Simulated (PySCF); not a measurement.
Isomers of C4H11F2NSi, one GFN2-xTB conformer each. Single-point energies are computed at PBE0/pcSseg-1 (PySCF, gas phase, no added dispersion term), electronic only.

Task: Rank them by PBE0/pcSseg-1 energy, lowest first (kJ/mol).
A. `[CH3:1][C@@H:2]([CH:3]([F:4])[F:5])[Si@H:6]([CH3:7])[NH2:8]` with C1–C2–C3–F4 71°, C1–C2–Si6–C7 64°, C2–Si6–N8–H -53° and 168°
B. `[CH3:1][C@@H:2]([CH:3]([F:4])[F:5])[Si@@H:6]([CH3:7])[NH2:8]` with C1–C2–C3–F4 71°, C1–C2–Si6–C7 -44°, C2–Si6–N8–H -167° and 55°
C. `[F:1][CH:2]([F:3])[CH2:4][CH2:5][CH2:6][NH:7][SiH3:8]` with F1–C2–C4–C5 177°, C2–C4–C5–C6 67°, C4–C5–C6–N7 53°, C5–C6–N7–Si8 -141°
D. `[CH3:1][NH:2][SiH2:3][CH:4]([CH2:5][F:6])[CH2:7][F:8]` with C1–N2–Si3–C4 -176°, N2–Si3–C4–C5 61°, Si3–C4–C5–F6 53°, Si3–C4–C7–F8 170°
E. `[CH3:1][NH:2][SiH2:3][C@@H:4]([F:5])[C@H:6]([CH3:7])[F:8]` with C1–N2–Si3–C4 180°, N2–Si3–C4–F5 54°, Si3–C4–C6–C7 166°
F. `[CH3:1][C@@H:2]([CH2:3][NH2:4])[CH2:5][SiH:6]([F:7])[F:8]` with C1–C2–C3–N4 179°, C2–C3–N4–H 73° and -166°, C1–C2–C5–Si6 -170°, C2–C5–Si6–F7 -56°
G. `[F:1][CH2:2][C@@H:3]([F:4])[CH2:5][CH2:6][NH:7][SiH3:8]` with F1–C2–C3–F4 95°, C2–C3–C5–C6 78°, C3–C5–C6–N7 180°, C5–C6–N7–Si8 -82°
H. `[NH2:1][CH2:2][C@H:3]([CH2:4][SiH3:5])[CH:6]([F:7])[F:8]` with H–N1–C2–C3 -68° and 173°, N1–C2–C3–C4 -63°, C2–C3–C4–Si5 164°, C2–C3–C6–F7 -63°

Result: F (0.0), A (242.1), B (245.8), C (345.7), E (368.4), D (371.3), H (390.5), G (399.1).

As drawn, the lowest has an Si–F bond and an Si–C bond, which the highest lacks. Neighbours under 10 kJ/mol apart (C[C@@H](C(F)F)[Si@H](C)N and C[C@@H](C(F)F)[Si@@H](C)N; CN[SiH2][C@@H](F)[C@H](C)F and CN[SiH2]C(CF)CF; NC[C@H](C[SiH3])C(F)F and FC[C@@H](F)CCN[SiH3]) can change places with a better method, another conformer or zero-point energy. C[C@@H](C(F)F)[Si@H](C)N and C[C@@H](C(F)F)[Si@@H](C)N are stereoisomers, 3.7 kJ/mol apart in the conformers taken. GFN2-xTB itself gives, in the same order: 0.0, 282.3, 286.0, 248.9, 279.5, 286.9, 355.9, 270.8. Both levels put the same isomer lowest; measured from each level's own lowest isomer, the values differ by up to 128.3 kJ/mol (FC[C@@H](F)CCN[SiH3]: 270.8 against 399.1).

Task: Which frontier levels, dipoles and rotational constants go with these structures?

Result: 
| SMILES | HOMO (eV, PBE0/pcSseg-1) | LUMO (eV) | dipole (D) | A, B, C (MHz) |
| --- | --- | --- | --- | --- |
| C[C@@H](CN)C[SiH](F)F | -8.19 | 0.86 | 5.62 | 2723, 1123, 915.0 |
| C[C@@H](C(F)F)[Si@H](C)N | -7.26 | 1.09 | 1.62 | 2314, 1118, 1089 |
| C[C@@H](C(F)F)[Si@@H](C)N | -7.31 | 1.03 | 2.46 | 2222, 1117, 1098 |
| FC(F)CCCN[SiH3] | -7.00 | 0.40 | 2.93 | 2540, 806.9, 698.8 |
| CN[SiH2][C@@H](F)[C@H](C)F | -6.75 | 0.73 | 1.02 | 3467, 841.6, 711.5 |
| CN[SiH2]C(CF)CF | -6.92 | 0.56 | 2.91 | 2870, 853.8, 740.0 |
| NC[C@H](C[SiH3])C(F)F | -7.08 | 0.81 | 1.69 | 1685, 1177, 823.2 |
| FC[C@@H](F)CCN[SiH3] | -6.99 | 0.43 | 2.26 | 3645, 587.0, 532.0 |
